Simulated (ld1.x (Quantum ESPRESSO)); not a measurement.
# Al (Z = 13): excitation energies, all-electron against ultrasoft

ld1.x (Quantum ESPRESSO) 7.5 input, shortened:

```
&input
   title='Al', zed=13., rel=0, dft='PBE', iswitch=3,
   config='[Ne] 3s2 3p0.5 3d-2'
 /
 &inputp
   pseudotype=3, tm=.true., lloc=-1, rcloc=1.45,
   nlcc=.false.,
   which_augfun='PSQ', rmatch_augfun_nc=.true.
 /
5
3S  1  0   2.00   0.00  1.55  1.70  0.0
3S  1  0   0.00   4.50  1.55  1.70  0.0
3P  2  1   0.50   0.00  1.70  2.10  0.0
3P  2  1   0.00   0.25  1.70  2.10  0.0
3D  3  2  -2.00   0.40  1.40  1.75  0.0
 &test
   configts(1)='3s2 3p0.5'
 /
```

Energies are relative to the spin-unpolarised reference configuration 3s2 3p0.5; without spin polarisation the order of configurations can differ from experiment.

Problem. Give the all-electron excitation energy and the error of the potential for: 3s2 3p1; 3s2 3p0; 3s1 3p0; 3s2 3p1.3; 3s0 3p3; 3s1 3p1; 3s1 3p2.

Solution.

| valence configuration | charge | ΔE all-electron (eV) | error AE − PS (meV) |
| --- | --- | --- | --- |
| 3s2 3p1 | 0 | -2.090 | -0.6 |
| 3s2 3p0 | +1 | 3.681 | -1.3 |
| 3s1 3p0 | +2 | 22.873 | +13 |
| 3s2 3p1.3 | -0.3 | -2.667 | -1.0 |
| 3s0 3p3 | 0 | 8.293 | +42 |
| 3s1 3p1 | +1 | 9.453 | +9.6 |
| 3s1 3p2 | 0 | 3.017 | +8.2 |

Levels in the configuration 3s1 3p2:

```
level  all-electron (eV)  pseudo (eV)
   3s             -8.543       -8.524
   3p             -3.346       -3.346
```
